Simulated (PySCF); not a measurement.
# Potential energy of CsAl⁺ along the bond

Set-up: PySCF, scalar-relativistic core potentials, basis sets Cs def2-SVPD with ECP46, Al def2-SVPD. Energies in eV from Cs⁺ + Al in their ground configurations at the same level. State: ²Σ⁺ (doublet), unpaired electrons σ ↑.

All columns are PBE0. A positive dipole points towards Al; it is taken about the centre of mass and depends on that origin.

```
R (Å)  E (eV)  μ (D)  Mulliken charge on Cs (basis-dependent)  HOMO (eV)  LUMO (eV)  Mayer bond order  ⟨S²⟩
3.744  -0.313  -0.12                                     0.92      -7.94      -5.79              0.17  0.76
3.919  -0.379  -0.14                                     0.92      -7.87      -5.68              0.17  0.76
4.093  -0.414  -0.18                                     0.91      -7.79      -5.57              0.18  0.76
4.223  -0.426  -0.22                                     0.91      -7.72      -5.49              0.18  0.76
4.354  -0.428  -0.27                                     0.90      -7.64      -5.42              0.19  0.76
4.485  -0.425  -0.33                                     0.90      -7.57      -5.35              0.19  0.76
4.659  -0.412  -0.43                                     0.89      -7.46      -5.26              0.20  0.76
4.877  -0.389  -0.58                                     0.88      -7.33      -5.15              0.21  0.76
5.138  -0.355  -0.81                                     0.88      -7.17      -5.02              0.21  0.76
5.486  -0.307  -1.18                                     0.88      -6.97      -4.85              0.21  0.76
```

A fit through these points gives, at Re = 4.338 Å, μ = -0.26 D and dμ/dR = -0.421 D/Å; the reduced mass is 22.43 u.

Question: How strong is the fundamental in the double-harmonic approximation, I = 42.26·(dμ/dR)²/μred km/mol?

Answer: I = 42.26·(-0.421)²/22.43 = 0.334 km/mol at PBE0.

Spin–orbit coupling is left out, which matters for elements this heavy, above all for dissociation energies. For an ion De counts to the pair picked by the measured ionisation energies or electron affinities, which need not be the lowest pair at this level. The state was picked by a PBE0 search and need not be the measured ground state.
